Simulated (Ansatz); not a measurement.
Relaxation of FGeH5 (7 atoms, charge 0, multiplicity 1), to a largest force component of 0.03 eV/Å in at most 50 steps.

Theory: RKS LDA/def2-TZVP (Ansatz).

```xyz
7
Properties=species:S:1:pos:R:3:forces:R:3
Ge -0.506 -0.617 -0.103 -0.44 -0.04 0.06
F 1.069 1.958 0.467 -0.38 1.03 0.51
H -1.060 -1.947 -0.634 0.00 0.00 0.00
H -0.748 -0.501 1.405 0.00 0.01 0.00
H -1.133 0.561 -0.853 0.00 0.00 -0.01
H 1.382 1.186 0.079 0.38 -1.09 -0.52
H 0.996 -0.639 -0.362 0.43 0.09 -0.05
```

Problem. Where does it end, and by what steps?

Solution. The run converged. After 6 steps the energy has fallen by 0.054 eV; F2 moved furthest, 0.29 Å.

```tsv
step	energy less start (eV)	largest force component (eV/Å)	accepted
0	0.0000	1.085	yes
1	-0.0191	1.134	yes
2	-0.0115	0.665	no
3	-0.0454	0.500	yes
4	-0.0501	0.173	yes
5	-0.0532	0.076	yes
6	-0.0537	0.013	yes
```

```xyz
7
Properties=species:S:1:pos:R:3
Ge -0.563 -0.594 -0.102
F 1.352 1.939 0.433
H -0.907 -1.986 -0.646
H -0.828 -0.503 1.404
H -1.304 0.504 -0.869
H 1.287 1.048 0.115
H 0.963 -0.408 -0.335
```

Whether the end is a true minimum wasn't checked by a vibrational analysis.

Time of the run: 5 s on 2 threads of Arm Neoverse V2, on a shared host, peak memory 0.15 GiB.
